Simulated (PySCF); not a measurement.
Ge(H)(vinyl)(NH2)2 (C₂H₈GeN₂), SMILES C=[CH][GeH]([NH2])[NH2]. Atoms are numbered in the order given.

```xyz
13

Ge     0.1430     0.0213    -0.3393
N      1.4539    -1.2647    -0.2482
N      0.9708     1.6710    -0.4802
C     -1.0249    -0.2249     1.2067
C     -2.3413    -0.4320     1.0840
H     -0.7079    -0.1116    -1.6195
H      1.6175    -1.6570     0.6757
H      2.3423    -1.0025    -0.6701
H      1.4495     1.9856     0.3627
H      0.3627     2.4227    -0.8026
H     -0.5902    -0.1739     2.2144
H     -2.8250    -0.4914     0.1015
H     -3.0010    -0.5553     1.9511
```
Charge 0, spin multiplicity 1.

Coordinates come from a B3LYP-D3(BJ)/def2-SVP optimisation. The values are those of a single conformer.

All values below come from B3LYP/pcSseg-1 (PySCF).

GIAO shieldings, no solvent; atoms listed in one row are averaged. δ = σ(ref) − σ: ⁷³Ge against GeH4 (σ = 1631.8 ppm); ¹⁵N against NH3 (σ = 265.5 ppm); ¹³C against TMS (σ = 181.3 ppm); ¹H against TMS (σ = 31.68 ppm), references at their B3LYP-D3(BJ)/def2-TZVP geometries, non-relativistic.

| nucleus | atoms | count | δ (ppm) |
|---|---|---|---|
| ⁷³Ge | Ge1 | 1 | 353.2 |
| ¹⁵N | N3 | 1 | 31.4 |
| ¹⁵N | N2 | 1 | 18.1 |
| ¹³C | C4 | 1 | 151.5 |
| ¹³C | C5 | 1 | 142.8 |
| ¹H | H11 | 1 | 6.55 |
| ¹H | H13 | 1 | 6.50 |
| ¹H | H12 | 1 | 6.28 |
| ¹H | H6 | 1 | 5.15 |
| ¹H | H10 | 1 | 0.36 |
| ¹H | H7 | 1 | 0.34 |
| ¹H | H9 | 1 | 0.26 |
| ¹H | H8 | 1 | 0.16 |
